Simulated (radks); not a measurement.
Spherical quantum dot in the effective-mass picture: electrons in a hard-walled sphere of radius 11.4, with a point charge +1 (a donor) at the centre, all in effective atomic units (hartree* = m*/eps^2 hartree, bohr* = eps/m* bohr), one dielectric constant everywhere. Method: non-relativistic Kohn-Sham, LDA (Slater exchange, Perdew-Wang correlation), spin-polarised, spherical densities; computed with a radial shooting solver with Libxc functionals. Levels are named by radial order and angular momentum (1s, 1p, 1d, 2s, ...), and open shells are averaged over m. Each electron was tried in the lowest free levels, single moves between levels near the top were tried too, and the lowest total energy was kept; such a search can miss a lower state. At N = 1 the Hartree and exchange-correlation terms need not cancel, so that row can carry a self-interaction error.

| N | open shells | 2S | E (hartree*) | mu = E(N) - E(N-1) (hartree*) | addition energy mu(N+1) - mu(N) (hartree*) | e(HOMO) (hartree*) | rms radius (bohr*) |
|---|---|---|---|---|---|---|---|
| 1 | 1s(up 1, down 0) | 1 | -0.478710 | -0.47871 | 0.4462 | -0.26901 | 1.840 |
| 2 | none | 0 | -0.511220 | -0.032510 | 0.2280 | 0.064774 | 3.175 |
| 3 | 2s(up 1, down 0) | 1 | -0.315740 | 0.19548 | 0.09731 | 0.23857 | 5.291 |
| 4 | 1p(up 1, down 0) 2s(up 1, down 0) | 2 | -0.0229469 | 0.29279 | 0.09847 | 0.34264 | 6.145 |
| 5 | 1p(up 3, down 0) | 3 | 0.368321 | 0.39127 | 0.1060 | 0.44072 | 6.692 |
| 6 | 1p(up 3, down 0) 2s(up 1, down 0) | 4 | 0.865578 | 0.49726 | 0.1211 | 0.54637 | 7.029 |
| 7 | 1p(up 3, down 1) 2s(up 1, down 0) | 3 | 1.48398 | 0.61841 | 0.09774 | 0.66686 | 7.319 |
| 8 | 1p(up 3, down 2) 2s(up 1, down 0) | 2 | 2.20013 | 0.71614 | 0.09950 | 0.76570 | 7.540 |
| 9 | 2s(up 1, down 0) | 1 | 3.01577 | 0.81564 | 0.1324 | 0.86570 | 7.714 |
| 10 | 1d(up 1, down 0) 2s(up 1, down 0) | 2 | 3.96378 | 0.94801 | 0.09945 | 0.99768 | 7.866 |
| 11 | 1d(up 2, down 0) 2s(up 1, down 0) | 3 | 5.01123 | 1.0475 | 0.09965 | 1.0973 | 7.993 |
| 12 | 1d(up 3, down 0) 2s(up 1, down 0) | 4 | 6.15833 | 1.1471 | 0.09974 | 1.1970 | 8.102 |
| 13 | 1d(up 4, down 0) 2s(up 1, down 0) | 5 | 7.40517 | 1.2468 | 0.09975 | 1.2967 | 8.196 |
| 14 | 1d(up 5, down 0) 2s(up 1, down 0) | 6 | 8.75176 | 1.3466 | 0.1196 | 1.3965 | 8.279 |
| 15 | 1d(up 5, down 1) 2s(up 1, down 0) | 5 | 10.2179 | 1.4662 | 0.09814 | 1.5152 | 8.353 |
| 16 | 1d(up 5, down 2) 2s(up 1, down 0) | 4 | 11.7823 | 1.5643 | 0.09838 | 1.6135 | 8.420 |
| 17 | 1d(up 5, down 3) 2s(up 1, down 0) | 3 | 13.4450 | 1.6627 | 0.09852 | 1.7119 | 8.479 |
| 18 | 1d(up 5, down 4) 2s(up 1, down 0) | 2 | 15.2062 | 1.7612 | 0.09858 | 1.8105 | 8.534 |
| 19 | 2s(up 1, down 0) | 1 | 17.0660 | 1.8598 | 0.1393 | 1.9091 | 8.584 |
| 20 | 2s(up 1, down 0) 1f(up 1, down 0) | 2 | 19.0650 | 1.9991 | 0.09792 | 2.0480 | 8.634 |
| 21 | 2s(up 1, down 0) 1f(up 2, down 0) | 3 | 21.1620 | 2.0970 | 0.09795 | 2.1459 | 8.680 |
| 22 | 2s(up 1, down 0) 1f(up 3, down 0) | 4 | 23.3569 | 2.1949 | 0.09795 | 2.2439 | 8.723 |
| 23 | 2s(up 1, down 0) 1f(up 4, down 0) | 5 | 25.6498 | 2.2929 | 0.09795 | 2.3419 | 8.762 |
| 24 | 2s(up 1, down 0) 1f(up 5, down 0) | 6 | 28.0406 | 2.3908 | 0.09793 | 2.4398 | 8.799 |
| 25 | 2s(up 1, down 0) 1f(up 6, down 0) | 7 | 30.5294 | 2.4888 | 0.09790 | 2.5377 | 8.834 |
| 26 | 2s(up 1, down 0) 1f(up 7, down 0) | 8 | 33.1160 | 2.5866 | - | 2.6356 | 8.867 |

All shells are closed at N = 2 (there: 1s2); the second difference of the energy has clear peaks (12 % above both neighbours; the first and last values, which can be the largest, are not judged, and half-filled shells can peak too) at N = 6, 9, 14, 19.
